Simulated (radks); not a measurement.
Neutral platinum inside a hard spherical wall (all orbitals vanish at R), configuration held at [Xe] 4f14 5d9 6s1 and not refilled when levels cross. All-electron calculation, scalar-relativistic Kohn-Sham, PBE, spin-unpolarised, spherical densities, finite nucleus; Fermi nuclear charge, rms radius 5.427 fm. Program: a radial shooting solver on a logarithmic mesh with Libxc functionals. Eigenvalues in eV, with the zero of energy where the potential of the charges vanishes at infinity; a dash marks a level that is unbound or too diffuse for the functional's potential to be trusted. A positive occupied level is held by the wall or, in an anion where self-interaction has pushed it up, behind a barrier. The pressure on the wall is -dE/dV.

R (bohr)  E (hartree)  kinetic (hartree)    e(4f)    e(5p)   e(5d)   e(6s)  e(6p, empty)  e(7s, empty)  pressure (GPa)
free      -18409.6796          20521.236  -70.086  -56.023  -6.143  -5.654             -             -               0
12        -18409.6796          20521.236  -70.085  -56.022  -6.142  -5.653        -0.787         0.861        0.000199
8         -18409.6780          20521.252  -69.986  -55.924  -6.051  -5.558        -0.259         4.001          0.0766
5         -18409.5967          20521.738  -67.988  -54.022  -4.328  -3.425         4.109        20.796            10.7
3         -18407.8902          20529.052  -52.318  -40.531   9.290  18.841        36.198        107.52             827
2.5       -18405.0650          20540.236  -37.780  -28.715  23.220  46.232        71.707        188.17            3510
1.5       -18355.9878          20713.695   68.540   79.074  158.65  345.97        411.89        844.29          168000
